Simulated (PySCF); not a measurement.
Which determinant of BAs lies lowest?

Unrestricted PBE0; B pcseg-1, As pcseg-1; no relativity (PySCF 2.14). Outer shells of the fragments: B 2s2 2p1; As 3d10 4s2 4p3.

Followed along the bond (rough minima from three points):

```
2Ms+1  unpaired  ⟨S²⟩ at the start  R at minimum (Å)  Te (eV)
    3  σ ↑, π ↑               2.01              1.86     0.00
    1  σ ↓, π ↑               1.05              1.86     0.14
    3      π ↑↑               2.01  none in the scan   ≤ 0.82
    1      none               0.00  none in the scan   ≤ 0.88
    1      π ↑↓               1.01  none in the scan   ≤ 1.14
```

Solutions found at the starting distance of 1.990 Å, counted from the lowest of them; the search is not exhaustive and high or unbound solutions are not listed, so other states can lie among these:

```
2Ms+1    unpaired   term  E (eV)  ⟨S²⟩  ⟨Lz²⟩  μ (D)
    3    σ ↑, π ↑     ³Π    0.00  2.01   1.01  -0.09
    1    σ ↓, π ↑  mixed    0.13  1.05   1.00  -0.14
    3        π ↑↑    ³Σ⁻    0.67  2.01   0.00   2.03
    1        π ↑↓  mixed    0.99  1.01   2.01   2.11
    1        none    ¹Σ⁺    1.22  0.00   0.00  -0.61
    1        none  mixed    1.89  0.00   2.00   2.37
    5  σ ↑, π ↑↑↑     ⁵Π    1.89  6.00   1.00   0.84
    3  σ ↑, π ↑↑↓  mixed    2.42  3.01   3.02   0.74
    3  σ ↓, π ↑↑↑  mixed    2.68  3.02   1.00   1.35
    1  σ ↑, π ↑↓↓  mixed    2.96  2.02   3.02   1.40
    3        π ↑↑  mixed    3.15  2.11   2.01  -0.45
    3        π ↑↑  mixed    3.69  2.09   2.01  -0.69
    5  σ ↑↑, π ↑↑  mixed    4.81  6.05   2.01   1.14
    5      π ↑↑↑↑    ⁵Σ⁺    5.05  6.14   0.00   0.69
```

A term symbol is given only where ⟨S²⟩ and ⟨Lz²⟩ are close to those of a pure state; real π, δ and φ orbitals otherwise mix terms. A positive dipole means B(−)As(+).

Spin–orbit coupling is left out.
